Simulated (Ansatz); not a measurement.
The cluster GeTe₂⁻. Total charge -1; doublet. Geometry r2SCAN-D4/def2-TZVPD.

```xyz
3

Ge    0.207    0.623   -0.183
Te    2.003   -1.055   -0.059
Te   -2.209    0.432    0.242
```

In the def2 sets Te takes a core potential; there is no spin–orbit coupling. LC-ωPBE has ω = 0.4 bohr⁻¹. The structure comes from a short search, and lower isomers may exist.

Task: Estimate the α-spin orbital energies around the gap (eV) in Ansatz with PBE-D4/def2-SVPD, PBE-D4/def2-TZVPD, r2SCAN-D4/def2-TZVPD, r2SCANh-D4/def2-TZVPD, LC-ωPBE/def2-TZVPD.

Result: 
```json
{"orbital": "HOMO−9", "PBE-D4/def2-SVPD": "-25.89", "PBE-D4/def2-TZVPD": "-25.76", "r2SCAN-D4/def2-TZVPD": "-26.59", "r2SCANh-D4/def2-TZVPD": "-28.14", "LC-ωPBE/def2-TZVPD": "-31.90"}
{"orbital": "HOMO−8", "PBE-D4/def2-SVPD": "-11.36", "PBE-D4/def2-TZVPD": "-11.31", "r2SCAN-D4/def2-TZVPD": "-11.91", "r2SCANh-D4/def2-TZVPD": "-12.59", "LC-ωPBE/def2-TZVPD": "-16.87"}
{"orbital": "HOMO−7", "PBE-D4/def2-SVPD": "-10.58", "PBE-D4/def2-TZVPD": "-10.54", "r2SCAN-D4/def2-TZVPD": "-11.09", "r2SCANh-D4/def2-TZVPD": "-11.73", "LC-ωPBE/def2-TZVPD": "-15.71"}
{"orbital": "HOMO−6", "PBE-D4/def2-SVPD": "-6.89", "PBE-D4/def2-TZVPD": "-6.86", "r2SCAN-D4/def2-TZVPD": "-7.25", "r2SCANh-D4/def2-TZVPD": "-7.77", "LC-ωPBE/def2-TZVPD": "-11.36"}
{"orbital": "HOMO−5", "PBE-D4/def2-SVPD": "-3.23", "PBE-D4/def2-TZVPD": "-3.16", "r2SCAN-D4/def2-TZVPD": "-3.46", "r2SCANh-D4/def2-TZVPD": "-3.85", "LC-ωPBE/def2-TZVPD": "-6.67"}
{"orbital": "HOMO−4", "PBE-D4/def2-SVPD": "-2.10", "PBE-D4/def2-TZVPD": "-2.09", "r2SCAN-D4/def2-TZVPD": "-2.38", "r2SCANh-D4/def2-TZVPD": "-2.79", "LC-ωPBE/def2-TZVPD": "-5.83"}
{"orbital": "HOMO−3", "PBE-D4/def2-SVPD": "-2.02", "PBE-D4/def2-TZVPD": "-2.01", "r2SCAN-D4/def2-TZVPD": "-2.26", "r2SCANh-D4/def2-TZVPD": "-2.62", "LC-ωPBE/def2-TZVPD": "-5.40"}
{"orbital": "HOMO−2", "PBE-D4/def2-SVPD": "-1.16", "PBE-D4/def2-TZVPD": "-1.16", "r2SCAN-D4/def2-TZVPD": "-1.37", "r2SCANh-D4/def2-TZVPD": "-1.68", "LC-ωPBE/def2-TZVPD": "-4.20"}
{"orbital": "HOMO−1", "PBE-D4/def2-SVPD": "-1.01", "PBE-D4/def2-TZVPD": "-1.02", "r2SCAN-D4/def2-TZVPD": "-1.22", "r2SCANh-D4/def2-TZVPD": "-1.56", "LC-ωPBE/def2-TZVPD": "-4.17"}
{"orbital": "HOMO", "PBE-D4/def2-SVPD": "-0.44", "PBE-D4/def2-TZVPD": "-0.42", "r2SCAN-D4/def2-TZVPD": "-0.68", "r2SCANh-D4/def2-TZVPD": "-1.02", "LC-ωPBE/def2-TZVPD": "-3.60"}
{"orbital": "LUMO", "PBE-D4/def2-SVPD": "1.21", "PBE-D4/def2-TZVPD": "1.21", "r2SCAN-D4/def2-TZVPD": "1.21", "r2SCANh-D4/def2-TZVPD": "1.42", "LC-ωPBE/def2-TZVPD": "3.48"}
{"orbital": "LUMO+1", "PBE-D4/def2-SVPD": "2.31", "PBE-D4/def2-TZVPD": "2.26", "r2SCAN-D4/def2-TZVPD": "2.55", "r2SCANh-D4/def2-TZVPD": "2.73", "LC-ωPBE/def2-TZVPD": "3.56"}
{"orbital": "LUMO+2", "PBE-D4/def2-SVPD": "2.78", "PBE-D4/def2-TZVPD": "2.50", "r2SCAN-D4/def2-TZVPD": "2.99", "r2SCANh-D4/def2-TZVPD": "3.05", "LC-ωPBE/def2-TZVPD": "3.66"}
{"orbital": "LUMO+3", "PBE-D4/def2-SVPD": "3.33", "PBE-D4/def2-TZVPD": "2.98", "r2SCAN-D4/def2-TZVPD": "3.51", "r2SCANh-D4/def2-TZVPD": "3.56", "LC-ωPBE/def2-TZVPD": "4.23"}
{"orbital": "LUMO+4", "PBE-D4/def2-SVPD": "3.37", "PBE-D4/def2-TZVPD": "3.12", "r2SCAN-D4/def2-TZVPD": "3.64", "r2SCANh-D4/def2-TZVPD": "3.68", "LC-ωPBE/def2-TZVPD": "4.24"}
{"orbital": "LUMO+5", "PBE-D4/def2-SVPD": "3.62", "PBE-D4/def2-TZVPD": "3.20", "r2SCAN-D4/def2-TZVPD": "3.74", "r2SCANh-D4/def2-TZVPD": "3.85", "LC-ωPBE/def2-TZVPD": "4.34"}
{"orbital": "β HOMO", "PBE-D4/def2-SVPD": "-0.84", "PBE-D4/def2-TZVPD": "-0.85", "r2SCAN-D4/def2-TZVPD": "-1.02", "r2SCANh-D4/def2-TZVPD": "-1.33", "LC-ωPBE/def2-TZVPD": "-3.86"}
{"orbital": "β LUMO", "PBE-D4/def2-SVPD": "0.13", "PBE-D4/def2-TZVPD": "0.17", "r2SCAN-D4/def2-TZVPD": "0.33", "r2SCANh-D4/def2-TZVPD": "0.57", "LC-ωPBE/def2-TZVPD": "2.61"}
```
